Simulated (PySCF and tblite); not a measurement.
The numbers below are computed, except where a source is named.
**Rotation: stationary points, barriers and rates**

System: C7H7NO, numbered as in [CH:1]#[C:2][n:3]1[cH:4][cH:5][c:6]([O:7][CH3:8])[cH:9]1.

Motion: rotation about the C6–O7 bond (torsion C5–C6–O7–C8 from -180° to 0°, rising). The path came from a restrained scan, a climbing-image band and a saddle search at GFN2-xTB; energies are PBE0/pcSseg-1 + D3(BJ)//GFN2-xTB, thermal terms GFN2-xTB. Rates follow Eyring's equation with the number of equivalent paths and no tunnelling. Programs: tblite and PySCF.

```tsv
point	symmetry	E(GFN2) kcal/mol	E(DFT) kcal/mol	ZPE change kcal/mol	lowest mode cm⁻¹	dipole D
start	Cs	0.0	0.0	0.00	99	1.30
saddle	C1	3.5	3.1	-0.32	64i	1.60
end	Cs	0.6	1.4	-0.02	66	1.28
```

| Item | Value |
| --- | --- |
| Electronic barrier | 3.1 kcal/mol |
| Barrier with zero-point energy | 2.8 kcal/mol |
| ΔH‡ (298 K) | 2.4 kcal/mol |
| ΔS‡ (298 K, symmetry apart) | -2.6 cal/(mol K) |
| Paths | 2 equivalent paths |
| End point | a different minimum |
| Mean lifetime of the start against this motion at 298 K | 17 ps |
| Cost | 85 s on 1 thread of Arm Neoverse V1 (shared host) (rough), peak memory 0.89 GiB, launched as `OMP_NUM_THREADS=1 python ens_run.py task.json out` |

```csv
T/K,ΔG‡ kcal/mol,k s⁻¹,ΔG kcal/mol,k back s⁻¹
150,2.9,3.7×10⁸,1.4,3.7×10¹⁰
200,3.0,4.7×10⁹,1.4,1.5×10¹¹
250,3.1,2.2×10¹⁰,1.4,3.7×10¹¹
298,3.2,5.9×10¹⁰,1.4,6.5×10¹¹
350,3.3,1.3×10¹¹,1.4,1×10¹²
400,3.4,2.2×10¹¹,1.5,1.4×10¹²
500,3.7,4.9×10¹¹,1.5,2.2×10¹²
```

ΔG and ΔG‡ leave out symmetry numbers and mirror images; rates count paths: 2 out, 2 back.
